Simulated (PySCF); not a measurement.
H2Be, triplet, geometry from GFN2-xTB (such geometries of metal compounds can be far from the true shape) (a higher spin typed on purpose: for a closed-shell molecule this is an excited state). Base run: PySCF with PBE0/def2-TZVP.

Input for PySCF:
```python
from pyscf import gto, scf, dft

mol = gto.M(
    atom='''
Be   -0.053150    0.269407    0.240314
H     0.485916   -1.040448    0.165693
H    -0.273315   -0.037181   -1.126950
''',
    basis='def2-tzvp',
    charge=0,
    spin=2,
    verbose=4,
)

mf = dft.UKS(mol)
mf.xc = 'pbe0'
mf.kernel()
mf.analyze()
```

The base run was repeated with changes; each row names its change, and settings that it needs were set with it.

```
change                                                                                  basis functions     E (Eh)  HOMO (eV)  dipole (D)
--------------------------------------------------------------------------------------  ---------------  ---------  ---------  ----------
base                                                                                                 31  -15.74217      -5.24        1.10
basis = x2c-TZVPall; relativity = spin-free X2C; nucleus = Gaussian (with nucmod='G')                31  -15.74472      -5.24        1.10
basis = x2c-SVPall; relativity = spin-free X2C                                                       19  -15.72693      -5.19        1.33
basis = x2c-SVPall; relativity = none                                                                19  -15.72453      -5.19        1.33
basis = ANO-RCC-VDZP; relativity = none                                                              24  -15.74043      -5.23        1.02
basis = ANO-RCC-VDZP; relativity = spin-free X2C                                                     24  -15.74304      -5.23        1.02
basis = ANO-RCC-VDZP; relativity = spin-free X2C; nucleus = Gaussian (with nucmod='G')               24  -15.74304      -5.23        1.02
basis = x2c-TZVPall; relativity = none                                                               31  -15.74218      -5.24        1.10
basis = x2c-TZVPall; relativity = spin-free X2C                                                      31  -15.74472      -5.24        1.10
basis = x2c-SVPall; relativity = spin-free X2C; nucleus = Gaussian (with nucmod='G')                 19  -15.72693      -5.19        1.33
```

Totals shift with the method and basis; they matter in differences.

Open shells are given as the SCF converged; they aren't shown to be the lowest states, and a large step between rows can be another state.

Basis sets contracted for a relativistic Hamiltonian are a mismatch without it, so the rows without relativity aren't non-relativistic limits. No row has spin-orbit coupling; sets with core potentials leave out the core electrons.
